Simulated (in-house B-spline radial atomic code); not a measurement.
Configurations of Sr⁷⁺, with energies counted from [Ar] 3d10 4s2 4p1. Method: Dirac-Hartree-Fock, average of configuration, Fermi nucleus of rms radius 4.224 fm. Calculated with a B-spline radial code for spherical atoms. Energies include first-order Breit, QED and recoil terms.

Occupations are held fixed; configurations that lie above the ionisation limit could autoionise.

```csv
configuration,E - E(ref) (eV),highest orbital,its <r> (bohr)
[Ar] 3d10 4s2 5s1,50.292,5s1/2,2.404
[Ar] 3d10 4s2 7s1,91.54,7s1/2,5.847
[Ar] 3d10 4s1 4p1 5g1,104.42,5g9/2,3.404
[Ar] 3d10 4s1 4p1 6g1,115.09,6g9/2,5.451
[Ar] 3d9 4s2 4p2,128.64,4p3/2,1.306
[Ar] 3d9 4s2 4p1 5f1,215.15,5f5/2,3.578
[Ar] 3d9 4s2 4p1 7s1,224.09,7s1/2,5.79
[Ar] 3d9 4s2 4p1 8g1,238.75,8g9/2,10.66
```

Task: Order these further configurations by energy, lowest first.
A. [Ar] 3d10 4s2 5f1
B. [Ar] 3d10 4s1 4p1 8g1
C. [Ar] 3d10 4s2 8d1
D. [Ar] 3d10 4s2 7d1
E. [Ar] 3d9 4s2 4p1 6f1

Result: A (82.948 eV), D (97.397 eV), C (103.11 eV), B (125.72 eV), E (226.76 eV).

Task: How far above the reference does [Ar] 3d9 4s2 4p1 5g1 lie?

Result: 217.43 eV; its least bound orbital is 5g9/2 with <r> = 3.396 bohr.

Task: How far above the reference does [Ar] 3d10 4s1 4p1 7f1 lie?

Result: 120.85 eV; its least bound orbital is 7f5/2 with <r> = 8.023 bohr.

Task: How far above the reference does [Ar] 3d10 4s2 8g1 lie?

Result: 105.93 eV; its least bound orbital is 8g9/2 with <r> = 10.69 bohr.
